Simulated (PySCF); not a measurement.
## Hg²⁺ (mercury, charge +2) across methods

[Xe] 4f14 5d10, closed-shell 1S. Computed with PySCF 2.14 in def2-QZVPPD with the def2 core potential (60 electrons), with scalar relativity through the core potential.

| method | E (hartree) | mean ε 5s (eV) | mean ε 5p (eV) | mean ε 5d (eV) | Σ⟨r²⟩ (bohr²) | ⟨S²⟩ |
| --- | --- | --- | --- | --- | --- | --- |
| r2SCAN | -152.5044 | -138.22 | -87.801 | -29.103 | 33.53 | 0.000 |
| LDA | -152.1853 | -135.75 | -86.003 | -29.069 | 34.03 | 0.000 |
| TPSSh | -152.4052 | -138.20 | -87.925 | -29.494 | 33.69 | 0.000 |
| UHF | -151.61218 | -156.08 | -101.59 | -35.259 | 33.34 | 0.000 |
| BLYP | -152.4189 | -135.65 | -85.936 | -28.729 | 33.96 | 0.000 |
| PBE | -152.4697 | -135.61 | -85.941 | -28.835 | 33.83 | 0.000 |
| B97-3 | -152.5004 | -141.44 | -90.418 | -30.760 | 33.58 | 0.000 |
| M06-L | -152.5735 | -137.04 | -87.041 | -28.783 | 33.28 | 0.000 |
| PBE0 | -152.4509 | -141.01 | -90.114 | -30.702 | 33.63 | 0.000 |

Energies and moments cover only the electrons outside the core potential. Spin-orbit coupling, which splits the p, d and f shells strongly at this Z, is absent.
